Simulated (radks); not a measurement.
Species: Cs3+. Configuration: [Kr] 4d10 5s2 5p4 (the NIST ground configuration). Method: Dirac Kohn-Sham, PW91, spin-unpolarised, spherical densities, point nucleus; open shells fill j = l - 1/2 first; computed with a radial shooting solver on a logarithmic mesh with Libxc functionals. Some entries of the table are withheld. Estimate them.

| orbital | occ. | eigenvalue (eV) | r(max) (bohr) |
|---|---|---|---|
| 1s1/2 | 2 | -35806.04 | 0.01678 |
| 2s1/2 | 2 | -5639.774 | 0.09502 |
| 2p1/2 | 2 | -5307.741 | (1) |
| 2p3/2 | 4 | -4955.321 | (2) |
| 3s1/2 | 2 | -1196.074 | 0.2727 |
| 3p1/2 | 2 | -1057.368 | 0.2592 |
| 3p3/2 | 4 | -989.8321 | 0.2702 |
| 3d3/2 | 4 | (3) | (4) |
| 3d5/2 | 6 | (5) | (6) |
| 4s1/2 | 2 | -249.6005 | 0.6427 |
| 4p1/2 | 2 | (7) | 0.6565 |
| 4p3/2 | 4 | (8) | 0.6806 |
| 4d3/2 | 4 | -104.9679 | 0.7156 |
| 4d5/2 | 6 | -102.6683 | 0.7237 |
| 5s1/2 | 2 | -53.9357 | 1.518 |
| 5p1/2 | 2 | -40.8756 | 1.671 |
| 5p3/2 | 2 | -38.8849 | 1.735 |

Answer. 
(1) 2p1/2 r(max) (bohr): 0.07269
(2) 2p3/2 r(max) (bohr): 0.07767
(3) 3d3/2 eigenvalue (eV): -746.0409
(4) 3d3/2 r(max) (bohr): 0.2185
(5) 3d5/2 eigenvalue (eV): -731.7023
(6) 3d5/2 r(max) (bohr): 0.2217
(7) 4p1/2 eigenvalue (eV): -199.8037
(8) 4p3/2 eigenvalue (eV): -185.9899
